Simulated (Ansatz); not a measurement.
Ansatz (a quantum-chemistry and plane-wave program) input (CCSD(T)/def2-SVPD):

Ansatz 0.2 input:
```yaml
crystal:
  periodic: [false, false, false]
  atoms:
    - {symbol: Si, position_ang: [-0.02740809, -0.66666565, 0.01708470]}
    - {symbol: F, position_ang: [-0.01880875, -1.56987466, 1.31196114]}
    - {symbol: F, position_ang: [-0.11279251, -1.63115199, -1.22992817]}
    - {symbol: Br, position_ang: [-1.79487643, 0.62128075, 0.05138651]}
    - {symbol: Br, position_ang: [1.83967999, 0.46850665, -0.07931458]}
basis:
  gaussian:
    orbitals: def2-SVPD
magnetization: {spin_polarized: false}
correlation: {method: ccsd_t, electrons: outside_noble_gas}
output: {forces: true}
```

End of the output:

```
cycle   4  -20.45687050 eV  change    3.7e-3 eV  update   2.7e-3
cycle   5  -20.45398309 eV  change    2.9e-3 eV  update   1.0e-3
cycle   6  -20.45400527 eV  change   -2.2e-5 eV  update   2.7e-4
cycle   7  -20.45397076 eV  change    3.5e-5 eV  update   8.4e-5
cycle   8  -20.45393990 eV  change    3.1e-5 eV  update   2.4e-5
cycle   9  -20.45394256 eV  change   -2.7e-6 eV  update   7.8e-6
perturbative correction -0.53530121 eV, -0.0196719567 hartree
the calculation of the forces begins
Total energy: -153275.56259381 eV, -5632.7730314148 hartree
Atom 0 at    -0.027408    -0.666666     0.017085 Å, force     0.065480     1.592718    -0.040817 eV/Å
Atom 1 at    -0.018809    -1.569875     1.311961 Å, force     0.008343    -0.878535     1.258917 eV/Å
Atom 2 at    -0.112793    -1.631152    -1.229928 Å, force    -0.083030    -0.938110    -1.212362 eV/Å
Atom 3 at    -1.794876     0.621281     0.051387 Å, force    -0.176606     0.119581     0.003647 eV/Å
Atom 4 at     1.839680     0.468507    -0.079315 Å, force     0.185812     0.104347    -0.009386 eV/Å
Dipole moment:     0.007840     0.190695    -0.004887 e Å
```
